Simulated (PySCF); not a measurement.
**Electron correlation in Te⁺ (tellurium, charge +1)**

[Kr] 4d10 5s2 5p3, high-spin 4S determinant. All numbers are calculated (PySCF 2.14, the spin-free X2C one-electron Hamiltonian (Gaussian nucleus), in x2c-SVPall). Frozen: [Kr] 4d10; 5 electrons correlated.

MP2 pair energies summed by pair of shells (mhartree):

```json
{"pair": "5s-5p", "energy": "-29.00", "share (%)": "65.3"}
{"pair": "5p-5p", "energy": "-10.55", "share (%)": "23.8"}
{"pair": "5s-5s", "energy": "-4.85", "share (%)": "10.9"}
```

Total MP2 correlation energy: -44.40 mhartree.

Same-spin part -12.11 and opposite-spin part -32.29 mhartree; SCS-MP2 scales them by 1/3 and 6/5 to -42.78 mhartree.

| level | correlation energy (mhartree) |
| --- | --- |
| CCSD | -56.81 |
| (T) | -0.51 |
| CCSD(T) | -57.32 |

Diagnostics: T1 = 0.0028, D1 = 0.0045, largest double amplitude 0.059.

Q: Is a single reference adequate?

A: Yes, within this model without spin-orbit coupling: T1 lies below 0.03 and no double amplitude reaches 0.07.
